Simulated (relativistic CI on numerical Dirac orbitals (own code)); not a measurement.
**Mn²⁺ (3d5) in a crystal field**

Calculated by Dirac-Coulomb-Breit CI, KLI orbitals optimised for each configuration, model QED (radiative potential, 1s self-energy scaled to tabulated hydrogen-like ionisation energies), valence Slater integrals scaled by 0.7, one configuration in a parametric crystal field (own radial code).

Field parameters in Wybourne normalisation: D3d B²₀ = −7Dσ, B⁴₀ = −14Dq − 21Dτ, B⁴₃ = −14√(10/7) Dq. The field is a parameter set, without covalency.

S is read from ⟨S²⟩ = S(S + 1).

Levels (cm⁻¹, degeneracy): 0 (2), 0 (2), 1 (2), 10269 (2), 10734 (2), 10969 (2), 11519 (2), 11652 (2), 11755 (2), 11872 (2), 13013 (2), 13282 (2).

Q: Which field gives this pattern?
A. D3d, 10Dq = 13100, Dσ = 550, Dτ = -170 cm⁻¹
B. D3d, 10Dq = 13100, Dσ = -760, Dτ = -170 cm⁻¹
C. D3d, 10Dq = 13100, Dσ = 980, Dτ = -170 cm⁻¹
D. D3d, 10Dq = 13100, Dσ = 1200, Dτ = -170 cm⁻¹

A: B. D3d, 10Dq = 13100, Dσ = -760, Dτ = -170 cm⁻¹, ground level with S = 2.50.
